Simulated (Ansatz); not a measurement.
`[CH3][In]([F])[Cl]` + `C[O][Mo]([OH])([F])([F])([F])[F]` → `[CH3][In]([F])[F]` + `C[O][Mo]([OH])([F])([F])([F])[Cl]`  (redistribution)

Gas-phase electronic energies from Ansatz, PBE0-D4/def2-TZVP geometries. CBS: MP2 limit from def2 TZ/QZ plus the TZ coupled-cluster correction, frozen cores. DFT in def2-TZVPP. HSE06 is defined as in plane-wave codes. Elements past krypton have def2 core potentials. For In, Mo outer-core shells are correlated without core-valence functions, which leaves a few kJ/mol of doubt a bond. Each species was taken in one conformer, which may not be the lowest.

`[CH3][In]([F])[Cl]`:

Z-matrix (Å, degrees):
```
C
In 1 2.122
H 1 1.089 2 109.1
H 1 1.090 2 108.9 3 119.1
H 1 1.088 2 109.1 3 -120.6
F 2 1.947 1 121.8 3 125.3
Cl 2 2.316 1 129.4 3 -54.8
```

`C[O][Mo]([OH])([F])([F])([F])[F]`:

```xyz
12

C    -0.795    0.347    1.828
O    -0.543   -0.415    0.685
Mo    0.099   -0.329   -0.994
O     1.823   -0.121   -0.319
F     0.919    0.092   -2.603
F    -1.460   -0.554   -1.955
F    -0.337    1.478   -0.893
F     0.298   -2.148   -1.179
H    -1.017    1.373    1.520
H    -1.644   -0.086    2.359
H     0.093    0.330    2.465
H     2.565    0.031   -0.914
```

`[CH3][In]([F])[F]`:

Cartesian coordinates in Å:
```
C -0.183 -1.003 -0.379
In 0.177 0.947 0.362
F -1.157 2.286 0.812
F 1.908 1.750 0.724
H 0.745 -1.571 -0.359
H -0.937 -1.483 0.242
H -0.553 -0.926 -1.401
```

`C[O][Mo]([OH])([F])([F])([F])[Cl]`:

Cartesian coordinates in Å:
```
C -1.138 -0.611 1.514
O -0.010 0.009 0.981
Mo 0.761 0.570 -0.539
O 0.341 -1.118 -1.228
F 1.275 0.893 -2.290
F 1.323 2.266 -0.073
F 2.469 0.069 -0.048
Cl -1.280 1.521 -1.083
H -1.224 -1.612 1.081
H -2.015 -0.012 1.242
H -1.032 -0.669 2.598
H 0.531 -1.306 -2.154
```

| level | ΔE (kJ/mol) | difference from CCSD(T)/CBS |
| --- | --- | --- |
| LDA (SPW92) | 73.3 | 8.1 |
| PBE-D4 | 68.0 | 2.8 |
| revPBE-D4 | 63.5 | -1.7 |
| BLYP-D4 | 65.2 | 0.0 |
| r2SCAN-D4 | 76.3 | 11.1 |
| r2SCANh-D4 | 78.3 | 13.1 |
| r2SCAN0-D4 | 81.0 | 15.8 |
| HSE06-D4 | 75.6 | 10.4 |
| BHLYP-D4 | 82.3 | 17.1 |
| CAM-B3LYP-D4 | 81.1 | 15.9 |
| ωB97X-V | 82.2 | 17.0 |
| ωB97M-V | 80.1 | 14.9 |
| B2PLYP | 70.3 | 5.1 |
| PBE-QIDH | 72.9 | 7.7 |
| PBE | 71.6 | 6.4 |
| revPBE | 72.5 | 7.3 |
| BLYP | 73.1 | 7.9 |
| r2SCAN | 77.1 | 11.9 |
| PBE0 | 78.8 | 13.6 |
| r2SCANh | 79.2 | 14.0 |
| r2SCAN0 | 82.0 | 16.8 |
| HSE06 | 78.5 | 13.3 |
| BHLYP | 86.9 | 21.7 |
| CAM-B3LYP | 84.3 | 19.1 |
| LC-ωPBE | 85.4 | 20.2 |
| RPA@PBE/def2-TZVPP | 70.3 | 5.1 |
| HF/def2-SVP | 104.2 | 39.0 |
| MP2/def2-SVP | 64.2 | -1.0 |
| CCSD/def2-SVP | 80.4 | 15.2 |
| CCSD(T)/def2-SVP | 75.2 | 10.0 |
| HF/def2-TZVPP | 101.7 | 36.5 |
| MP2/def2-TZVPP | 58.1 | -7.1 |
| SCS-MP2/def2-TZVPP | 64.5 | -0.7 |
| CCSD/def2-TZVPP | 79.9 | 14.7 |
| CCSD(T)/def2-TZVPP | 71.9 | 6.7 |
| HF/def2-QZVPP | 99.0 | 33.8 |
| MP2/def2-QZVPP | 53.4 | -11.8 |
| SCS-MP2/def2-QZVPP | 60.2 | -5.0 |
| HF/CBS(def2) | 98.6 | 33.4 |
| MP2/CBS(def2) | 51.5 | -13.7 |
| CCSD(T)/CBS | 65.2 | 0 |

Largest T1 diagnostic among the species: 0.025, so the coupled-cluster value is less sure than usual.

At CCSD(T), def2-SVP lies +10.0 kJ/mol from the extrapolated value and def2-TZVPP +6.7 kJ/mol. From BLYP to BHLYP (50 % exact exchange), in def2-TZVPP and without D4, ΔE moves by +13.8 kJ/mol.
